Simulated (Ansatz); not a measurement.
Basis-set extrapolation for ClH₇OSi₃ (`O[SiH](Cl)[SiH2][SiH3]`) (PBE0-D4/def2-TZVP geometry, frozen core, the Gaussian-basis code of Ansatz). Multiplicity 1, RHF reference.

|  | def2-TZVPP | def2-QZVPP |
| --- | --- | --- |
| HF | -1405.417643 | -1405.461096 |
| MP2 correlation | -0.801952 | -0.870132 |
| CCSD(T) correlation | -0.907114 | not run |

Energies in hartree. Use E(X) = E(∞) + A·exp(−7.88·√X) for Hartree–Fock and E(X) = E(∞) + B·X^(−2.97) for correlation, with X = 3 and 4, and add CCSD(T) minus MP2 of the smaller set to the MP2 limit.

What is the CCSD(T) energy at the basis-set limit?

HF limit: -1405.461096 + (-0.043453) × 0.13774 = -1405.46708. MP2 limit: -0.870132 + (-0.068180) × 0.74074 = -0.92064. Higher-order term: -0.907114 − (-0.801952) = -0.10516. Total: -1406.49288 hartree, 4.57 eV below CCSD(T)/def2-TZVPP.
